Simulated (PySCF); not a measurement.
Diatomic cations of Sn with the fifth-period p block

CCSD(T) with double-zeta basis sets in PySCF, for the lowest determinant that a PBE0 search found; no spin–orbit coupling. De refers to high-spin ground-configuration atoms (the charge goes to the atom of lower measured ionisation energy or higher electron affinity, which is not always the lowest computed limit).

```csv
M,basis,"reference, frozen orbitals",charged atom,state (unpaired electrons),Re (Å),ωe (cm⁻¹),De (eV)
In,cc-pVDZ-PP,"UHF, 8",In+,"triplet (σ ↑, π ↑)",3.346,78.8,0.71
Sn,def2-SVP,"UHF, 8",Sn+,"quartet (σ ↑, π ↑↑)",2.817,169,2.39
I,x2c-SVPall,"RHF, 36",Sn+,singlet (closed shell),2.635,238,3.20
```

The shortest bond is that of SnI⁺ (2.635 Å), the longest that of InSn⁺ (3.346 Å). SnI⁺ is bound most strongly (3.20 eV) and InSn⁺ least (0.71 eV).

The rows differ in basis set, which adds steps of its own.

The state changes along the series, so neighbouring rows are not always alike in their bonding.

Correlated steps freeze the inner cores (8 to 36 orbitals); shallow outer-core shells are correlated. Correlated levels converge slowly with the basis: in double zeta they bind strong bonds too weakly, by up to about 1 eV, and carry superposition errors of some tenths. These are scalar-relativistic numbers at best; spin–orbit coupling would shift them, the dissociation energy most. For an ion De counts to the pair picked by the measured ionisation energies or electron affinities, which need not be the lowest pair at this level. Where the molecule has an RHF reference, its open-shell atoms are computed with UHF. States were picked by a PBE0 search and need not be the measured ground states.
